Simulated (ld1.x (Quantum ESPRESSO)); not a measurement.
**gallium (Ga): one change to an RRKJ potential, before and after**

```json
{
 "Element": "Ga (Z = 31)",
 "Generator": "ld1.x (Quantum ESPRESSO) 7.5",
 "Type": "norm-conserving RRKJ (Kleinman–Bylander form)",
 "Functional": "BLYP",
 "Relativity": "scalar-relativistic",
 "Frozen core": "[Ar] 3d10",
 "Valence charge": "3",
 "Reference configuration": "4s2 4p0.5 (charge +0.5)",
 "Partial waves": "4s (bound): rc 1.75 bohr; 4p (bound): rc 2.60 bohr; 4d channel at 0.25 Ry: rc 2.55 bohr",
 "Local potential": "all-electron potential smoothed inside 1.50 bohr (lloc = -1)",
 "Core correction": "none",
 "rho0": "0.01"
}
```

All-electron outer shells of the reference configuration (BLYP, scalar-relativistic, ld1.x):

| shell | level (eV) | outermost node (bohr) | outermost maximum (bohr) |
| --- | --- | --- | --- |
| 4s | -12.41 | 0.81 | 1.87 |
| 4p | -5.60 | 0.87 | 2.41 |

Change: all radii scaled by about 0.88 (s 1.54, p 2.28, d 2.24 bohr); local potential all-electron potential smoothed inside 1.32 bohr (lloc = -1).

Cutoffs: the cutoffs (Ry, on a coarse ladder) from which the occupation-weighted sum of valence levels, in a spherical-Bessel basis at the reference potential, stays within 10 and 1 mRy of its value at 400 Ry; they do not see the model core or the augmentation charge, which bear on the density cutoff. Errors are all-electron minus pseudo energies relative to the spin-unpolarised reference configuration.

Question: Predict the effect on cutoff, ghosts and configuration errors.

Answer: The potential gets neither clearly harder nor softer (35 Ry and 50 Ry → 40 Ry and 45 Ry); a bound ghost appears in s, which as a rule spoils a file; the number of tests that count goes from 7 to 2.

```csv
quantity,base,changed
"cutoff, loose",35 Ry,40 Ry
"cutoff, tight",50 Ry,45 Ry
loose cutoff by channel (10 mRy a level),"s 15 Ry, p 6 Ry","s 12 Ry, p 6 Ry"
bound ghosts,none,s
"tests counted (converged, no solver errors)",7 of 7,2 of 7
"error for 4s2 4p1, meV [ΔE -2.01 eV]",+5.6,+4.4
"error for 4s0 4p3, meV [ΔE 11.50 eV]",+170,+143
```

Base: ld1.x printed “convergence not achieved” for 6 of the counted tests; their residual had stalled under 1e-8, short of the target of 1e-14. Changed file: Tests not counted: 4s2 4p0 (solver errors, printed error -2.4 eV); 4s1 4p0 (solver errors, printed error -3.9 eV); 4s2 4p1.3 (solver errors, printed error -29.8 eV); 4s1 4p1 (solver errors, printed error -8.6 eV); 4s1 4p2 (pseudo-atom not self-consistent, printed error -30.5 eV). ld1.x printed “convergence not achieved” for 1 of the counted tests; its residual had stalled under 1e-8, short of the target of 1e-14. A true bound ghost makes a file unfit for plane-wave use even where its test errors are small: the radial tests pick states by their node count and pass the ghost by. Where a test does run into it, the solver fails or the error is huge.
